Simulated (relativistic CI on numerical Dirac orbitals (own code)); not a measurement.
# Radial parameters of Ag XXII

Method of calculation: Dirac-Coulomb-Breit CI, KLI orbitals optimised for each configuration, model QED (radiative potential, 1s self-energy scaled to tabulated hydrogen-like ionisation energies), unscaled Slater integrals (own radial code, finite nucleus).

Slater integrals F^k, G^k are unscaled and averaged over j, outside the closed core [Ne]; ζ comes from projecting the Hamiltonian with its Breit term on Σ l·s of the shell.

- 3s2 3p6 3d8: F^2(3d,3d) = 308990, F^4(3d,3d) = 198100, ζ(3d) = 21173 cm⁻¹; <r>(3d) = 0.325, <r^2>(3d) = 0.1241 (bohr units).
- 3s2 3p5 3d9: ζ(3p) = 178170, F^2(3p,3d) = 280040, G^1(3p,3d) = 315350, G^3(3p,3d) = 204970, ζ(3d) = 20860 cm⁻¹; <r>(3p) = 0.3535, <r^2>(3p) = 0.1445, <r>(3d) = 0.3258, <r^2>(3d) = 0.1247 (bohr units).
- 3s2 3p4 3d10: F^2(3p,3p) = 281170, ζ(3p) = 178070 cm⁻¹; <r>(3p) = 0.3539, <r^2>(3p) = 0.1449 (bohr units).

(1) Give the Racah parameters of the d shell in 3s2 3p6 3d8.

Averages of the first 10 configurations, taken without configuration mixing, which lowers the lowest level and can move excited configurations by several eV; other configurations of the list can lie among them:

```
 Configuration  Parity  States  Average energy above the lowest level (eV)
   3s2 3p6 3d8    even      45                                         9.4
   3s2 3p5 3d9     odd      60                                       216.6
  3s2 3p4 3d10    even      15                                       427.9
    3s 3p6 3d9    even      20                                       352.2
      3p6 3d10    even       1                                       700.5
   3s 3p5 3d10     odd      12                                       558.1
3s2 3p6 3d7 4s    even     240                                       414.1
3s2 3p6 3d7 4p     odd     720                                       460.8
3s2 3p6 3d7 4d    even    1200                                       530.0
3s2 3p6 3d7 4f     odd    1680                                       596.9
```

Results:

(1) B = F²/49 − 5F⁴/441 = 4060 cm⁻¹ and C = 35F⁴/441 = 15722 cm⁻¹.
